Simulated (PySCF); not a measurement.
**Vertical excitation energies**

Compound: C₄H₃ClN₂O₂S.
SMILES: `COC(=O)c1nnsc1Cl`

Theory: PySCF, TDDFT B3LYP/def2-SVPD, vertical, gas phase, core orbitals frozen in the response. The structure is a single GFN2-xTB conformer in the gas phase; no vibrational or solvent corrections. Torsions of this conformer, `[CH3:1][O:2][C:3](=[O:4])[c:5]1[n:6][n:7][s:8][c:9]1[Cl:10]`: C1–O2–C3–O4 0°, O2–C3–C5–N6 0°.

| state | E (eV) | ν̃ (cm⁻¹) | f | \|μ\| (D) | symmetry | main configurations (H = HOMO, L = LUMO) |
| --- | --- | --- | --- | --- | --- | --- |
| S1 | 3.72 | 30020 | 0.0006 | 0.20 | – | H→L (98%) |
| S2 | 4.63 | 37360 | 0.0004 | 0.14 | – | H-2→L (80%), H→L+1 (10%) |
| S3 | 4.80 | 38730 | 0.0024 | 0.36 | A″ | H→L+1 (87%), H-2→L (9%) |
| S4 | 5.07 | 40900 | 0.064 | 1.82 | A′ | H-1→L (68%), H→L+2 (22%) |
| S5 | 5.24 | 42220 | 0.062 | 1.77 | A′ | H→L+2 (50%), H-1→L (26%), H-3→L (19%) |
| S6 | 5.53 | 44580 | 0.0000 | 0.02 | – | H-2→L+1 (85%), H-2→L (10%) |
| S7 | 5.72 | 46170 | 0.0008 | 0.20 | – | H-1→L+1 (52%), H-3→L (29%), H→L+2 (14%) |
| S8 | 5.79 | 46680 | 0.024 | 1.04 | A′ | H-4→L (96%) |

Triplets, Tamm–Dancoff:

```
state  E (eV)  λ (nm)  main configurations (H = HOMO, L = LUMO)
   T1    3.17   391.5                    H→L (76%), H→L+1 (22%)
   T2    3.60   344.7                               H-1→L (96%)
   T3    4.27   290.7       H→L+1 (51%), H-2→L (23%), H→L (18%)
```

The lowest singlet lies at 3.72 eV (333 nm, ultraviolet) and is very weak; its leading configuration is HOMO→LUMO (98%). The most intense listed level is S4 at 5.07 eV (245 nm, f = 0.064), 1.35 eV above S1. Löwdin shares by element: HOMO nitrogen 69%, sulfur 13%, chlorine 7%; LUMO carbon 36% or more, sulfur 24%, nitrogen 13% or more (atoms not listed hold the other 27%). The oscillator strengths of these states sum to 0.154; summed over the whole spectrum of an exact calculation they would give the number of electrons, 90 (Thomas–Reiche–Kuhn). Weighted by f, the mean energy of these states is 5.24 eV. Orbital energies (eV): HOMO-3 -8.84, HOMO-2 -8.28, HOMO-1 -8.06, HOMO -7.49, LUMO -2.53, LUMO+1 -1.47, LUMO+2 -1.09. Symmetry labels in Cs follow from the direction of the transition dipole and are given only for states with f of 0.002 or more. Singlets were solved by full linear response, triplets in the Tamm–Dancoff approximation.
